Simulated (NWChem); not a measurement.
System: CHO₂, doublet; SMILES [O]C=O

The following NWChem deck was run.

```
start job
memory heap 200 mb stack 900 mb global 1100 mb
geometry units angstroms noautosym nocenter noautoz
  O     -1.143122    -0.000000    -0.125298
  C      0.005674     0.000000     0.214791
  O      1.173921    -0.000000    -0.204183
  H      0.207611    -0.000000     1.371642
end
basis spherical
  * library iglo-iii
end
dft
  odft
  mult 2
  xc xpbe96 cpbe96
  iterations 150
end
property
  hyperfine
end
task dft property
```

Coordinates come from a PBE0/def2-SVP, spin-unrestricted optimisation. No stability test was run on the SCF state.

Fermi-contact couplings, non-relativistic, static geometry.

Atoms are numbered as in the input.

Question: Give the results of this calculation. (PBE/IGLO-III, spin-unrestricted, contact and dipolar terms.) Quantities: A(iso) 17O atom 1 (MHz); A(iso) 13C atom 2 (MHz); A(iso) 17O atom 3 (MHz); A(iso) 1H atom 4 (MHz); <S²>.

Answer: 
```
Quantity                 Value
-----------------------  -----
A(iso) 17O atom 1 (MHz)  -11.6
A(iso) 13C atom 2 (MHz)  -67.3
A(iso) 17O atom 3 (MHz)  -21.8
A(iso) 1H atom 4 (MHz)     598
<S²>                     0.753
```
